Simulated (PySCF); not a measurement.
Excitation energy of Tl by level of theory

Tl [Xe] 4f14 5d10 6s2 6p1 (2P) → Tl [Xe] 4f14 5d10 6s1 6p1 6d1 (high-spin determinant), as a difference of total energies. Computed with PySCF 2.14 in aug-cc-pVTZ-PP with ECP60MDF (6s5p4d2f, 55 functions), with a scalar-relativistic core potential. Correlated levels: valence: 5s2 5p6 5d10 frozen. The calculations carry no spin-orbit coupling.

| method | excitation energy (eV) |
| --- | --- |
| UHF | 9.254 |
| LDA | 11.265 |
| PBE | 10.777 |
| PBE0 | 10.590 |
| r2SCAN | 10.769 |
| r2SCAN0 | 10.658 |
| wB97M-V | 10.838 |
| LC-wPBE | 10.638 |
| PW91 | 10.841 |
| MP2 (valence) | 9.833 |
| SCS-MP2 (valence) | 10.014 |

Question: How much does correlation contribute at MP2 (valence)?

Answer: 9.833 − (9.254) = 0.579 eV, measured against UHF.

The upper state lies above the first ionisation limit, but in LS coupling its spin forbids autoionisation to the ground ion; at this Z spin-orbit coupling breaks that rule.

The promoted electron is Rydberg-like, and one or two diffuse shells describe it only roughly, which tends to raise the upper state.

The determinant of the upper state mixes LS terms, which raises its energy above the lowest term, most at the Hartree-Fock and MP2 levels.
